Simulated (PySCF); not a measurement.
A GIAO shielding run with PySCF (density fitting, non-relativistic, gas phase) on SMILES C(C(=C)C)[C@@H]1[SiH2][C@@H]1OC, C₇H₁₄OSi:

```
$ OMP_NUM_THREADS=1 python probes_run.py task.json out

{"job": {"kind": "nmr", "xc": "PBE0", "basis": "pcSseg-1"}, "charge": 0, "multiplicity": 1}
C      2.222986     1.253135    -1.084856
C      1.666557     0.866612     0.051491
C      2.468569     0.600922     1.288517
C      0.185284     0.635508     0.171957
C     -0.146092    -0.844657     0.111306
Si    -0.055934    -1.784183    -1.527938
C     -1.522232    -1.269900    -0.449132
O     -2.369910    -0.281592    -0.964365
C     -3.189396     0.325506     0.006320
H      1.636492     1.447712    -1.966644
H      3.286653     1.395627    -1.179357
H      3.527574     0.770391     1.113275
H      2.140546     1.252522     2.098443
H      2.329064    -0.428682     1.615072
H     -0.336028     1.138616    -0.644196
H     -0.169709     1.053827     1.120393
H      0.123831    -1.375393     1.019698
H      0.151143    -1.026147    -2.742174
H      0.349360    -3.178376    -1.490041
H     -2.059525    -1.994421     0.167112
H     -3.813632     1.045817    -0.520092
H     -3.828281    -0.418806     0.498722
H     -2.602070     0.842947     0.771848
```

Hardware: 1 thread of an Intel Xeon, shared host. The job also computes population analyses, field gradients, ring-centre shieldings.

(1) How large is the calculation?

(2) How long does it take, and how much memory does it need?

Results:

(1) 78 electrons, 230 basis functions and 1211 auxiliary functions.

(2) 2.4 min of wall time, with 14 SCF cycles and 4 response iterations; peak memory 1.1 GiB. Times on a shared host scatter by some tens of per cent.
